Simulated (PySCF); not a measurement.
**C6H5N2: g tensor and hyperfine couplings**

C6H5N2 (doublet state).
Cartesian coordinates in Å at the GFN2-xTB level; atoms count from 1:
```
atom  x, y, z in Å
C1     1.9978   -1.1195    0.0180
C2     0.9795   -0.2027   -0.1245
C3     1.3443    1.1738   -0.1899
N4     1.6372    2.2791   -0.2491
C5    -0.3650   -0.5361   -0.2241
C6    -1.4644    0.4622   -0.3365
C7    -2.2426    0.4320    0.8853
N8    -2.8347    0.3804    1.8603
H9     1.7845   -2.1716    0.0736
H10    3.0235   -0.8059    0.0798
H11   -0.6458   -1.5773   -0.1669
H12   -1.0782    1.4756   -0.4809
H13   -2.1403    0.2103   -1.1629
```

The hyperfine couplings belong to this conformer and change with its torsions.

Identity: `C=C(C#N)[CH]CC#N` [radical].

Method: UKS B3LYP, pcH-1 on C H N, non-relativistic, mean-field spin-orbit, GIAO (PySCF 2.14.0). Geometry: GFN2-xTB, one conformer, isolated molecule. Couplings are sensitive to structure, and on GFN2-xTB geometries they can be far from those on DFT ones. The SCF solution wasn't tested for stability. ⟨S²⟩ is 0.784 where a pure state has 0.75.

```json
{
  "g1, g2, g3": "2.00216, 2.00268, 2.00281",
  "g_iso": "2.00255",
  "Form of g": "rhombic: the two nearest values differ by 21 % of g3 − g1",
  "⟨S²⟩": "0.7838 (exact 0.7500)",
  "α and β electrons": "28, 27",
  "HOMO–LUMO gap, α and β orbitals": "4.95, 5.27 eV",
  "Total energy": "-341.07657 Eh"
}
```

Isotropic coupling and dipolar principal values T1 to T3, in MHz; ρ(0) is the spin density at the nucleus:

```json
{"atom": "C1", "isotope": "13C", "a_iso": "57.1", "T1": "-52.8", "T2": "-51.2", "T3": "104.0", "Mulliken spin population": "0.69", "ρ(0) (bohr⁻³)": "0.0508"}
{"atom": "C2", "isotope": "13C", "a_iso": "-51.9", "T1": "-29.7", "T2": "11.9", "T3": "17.8", "Mulliken spin population": "-0.26", "ρ(0) (bohr⁻³)": "-0.0461"}
{"atom": "C3", "isotope": "13C", "a_iso": "12.0", "T1": "-2.8", "T2": "-0.2", "T3": "3.0", "Mulliken spin population": "0.04", "ρ(0) (bohr⁻³)": "0.0107"}
{"atom": "N4", "isotope": "14N", "a_iso": "-1.4", "T1": "-4.6", "T2": "1.6", "T3": "3.0", "Mulliken spin population": "-0.06", "ρ(0) (bohr⁻³)": "-0.0042"}
{"atom": "C5", "isotope": "13C", "a_iso": "62.3", "T1": "-54.6", "T2": "-53.5", "T3": "108.1", "Mulliken spin population": "0.68", "ρ(0) (bohr⁻³)": "0.0554"}
{"atom": "C6", "isotope": "13C", "a_iso": "-20.2", "T1": "-1.6", "T2": "0.5", "T3": "1.0", "Mulliken spin population": "-0.05", "ρ(0) (bohr⁻³)": "-0.0180"}
{"atom": "C7", "isotope": "13C", "a_iso": "55.6", "T1": "-2.7", "T2": "-2.1", "T3": "4.8", "Mulliken spin population": "0.01", "ρ(0) (bohr⁻³)": "0.0495"}
{"atom": "N8", "isotope": "14N", "a_iso": "0.4", "T1": "-1.1", "T2": "-0.5", "T3": "1.6", "Mulliken spin population": "0.01", "ρ(0) (bohr⁻³)": "0.0014"}
{"atom": "H9", "isotope": "1H", "a_iso": "-41.1", "T1": "-22.0", "T2": "-2.1", "T3": "24.0", "Mulliken spin population": "-0.03", "ρ(0) (bohr⁻³)": "-0.0092"}
{"atom": "H10", "isotope": "1H", "a_iso": "-43.7", "T1": "-25.6", "T2": "-0.8", "T3": "26.4", "Mulliken spin population": "-0.03", "ρ(0) (bohr⁻³)": "-0.0098"}
{"atom": "H11", "isotope": "1H", "a_iso": "-42.1", "T1": "-22.2", "T2": "-2.6", "T3": "24.7", "Mulliken spin population": "-0.03", "ρ(0) (bohr⁻³)": "-0.0094"}
{"atom": "H12", "isotope": "1H", "a_iso": "3.1", "T1": "-3.5", "T2": "-2.6", "T3": "6.1", "Mulliken spin population": "0.00", "ρ(0) (bohr⁻³)": "0.0007"}
{"atom": "H13", "isotope": "1H", "a_iso": "58.4", "T1": "-3.7", "T2": "-2.7", "T3": "6.4", "Mulliken spin population": "0.02", "ρ(0) (bohr⁻³)": "0.0131"}
```

The largest Mulliken spin populations are on C1 (+0.69), C5 (+0.68) and C2 (-0.26). The positive populations add up to 1.45 and the negative ones to -0.45, together 2S = 1. The angles at C1 add up to 360.0°, so it is planar; its axial dipolar tensor and the negative couplings of its protons fit spin in a p orbital normal to that plane.

Axes: g2 points within 9° of the C1–C2 bond.

Under fast tumbling the dipolar parts average out, and these isotropic splittings remain: 1 × 1H (H10, I = 1/2, 2 lines) with 1.56 mT, 1 × 1H (H11, I = 1/2, 2 lines) with 1.50 mT, 1 × 1H (H9, I = 1/2, 2 lines) with 1.47 mT, 2 × 1H (H12/H13, I = 1/2, 3 lines) with 1.10 mT and 1 × 14N (N4, I = 1, 3 lines) with 0.05 mT.

Nuclei that the bonding pattern makes equivalent are averaged, as if the motion that swaps them (rotation, inversion, ring flip) were fast. The 1H value of +30.7 MHz is a mean of couplings from 3.1 to 58.4 MHz in this one geometry, not an average over conformers.

The 13C coupling of C5 (62.3 MHz) shows only in satellite lines or after enrichment, since that isotope makes up about 1.07 % of natural carbon.

The spin density at the nucleus, in bohr⁻³, is negative for C2 (-0.0461), C6 (-0.0180) and H10 (-0.0098), for instance. A restricted open-shell determinant has no negative spin density anywhere; here it arises because α and β orbitals differ (spin polarisation).

Hardware: one thread, Arm Neoverse V2 (aarch64), no GPU, shared host with 96 logical CPUs at a one-minute load of 40. Cost: 52 s (with the writing of density and orbital grids), 0.91 GiB resident at most.
